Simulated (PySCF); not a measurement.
H₇N₄Ta, multiplicity 1. Atoms are numbered in the order given.

```xyz
12

Ta     0.0000     0.0000    -0.0320
N      0.0000     0.0000    -1.8170
H      0.0000     0.0000    -2.8298
N      1.8089    -0.5805     0.6257
H      2.5222    -1.0606     0.0816
H      2.2216    -0.2601     1.5009
N     -0.4017     1.8568     0.6257
H     -0.8856     2.0540     1.5009
H     -0.3427     2.7146     0.0816
N     -1.4072    -1.2763     0.6257
H     -2.1796    -1.6540     0.0816
H     -1.3360    -1.7939     1.5009
```

Geometry optimised at B3LYP-D3(BJ)/def2-SVP. The multiplicity is an assumed one; other spin states were not compared. The def2 effective core potentials stand for the cores of Ta; spin–orbit coupling is left out. Other conformers were not sampled.

The numbers are results of B3LYP-D3(BJ)/def2-SVP (PySCF 2.14.0), not measurements.

Frequencies are harmonic and unscaled.

Modes within 1.5 cm⁻¹ of each other (mostly degenerate sets) share a row, with their intensities summed.

Computed harmonic wavenumbers and intensities:
```csv
mode,ν (cm⁻¹),IR (km/mol),moving atoms (share of kinetic energy)
1–2,150,2.8,"N 64 %, H 34 %"
3,173,2.3,"N 60 %, H 27 %, Ta 13 %"
4–5,186,2.9,"N 61 %, H 29 %, Ta 10 %"
6–7,287,4.2,"H 81 %, N 19 %"
8,301,20.2,H 99 %
9,468,57.6,"H 81 %, N 19 %"
10–11,482,309.9,"H 79 %, N 21 %"
12–13,538,313.8,"H 84 %, N 16 %"
14–15,567,1.3,"H 75 %, N 25 %"
16,580,14.1,"H 78 %, N 22 %"
17–18,653,311.4,"N 68 %, H 20 %, Ta 13 %"
19,656,44.9,"N 82 %, H 15 %"
20,974,127.2,"N 84 %, Ta 8 %"
21–22,1516,83.9,"H 90 %, N 10 %"
23,1518,6.0,"H 90 %, N 10 %"
24–25,3534,129.1,H 96 %
26,3538,12.7,H 96 %
27–29,3624,68.0,"H 92 %, N 8 %"
30,3663,114.9,H 92 %
```
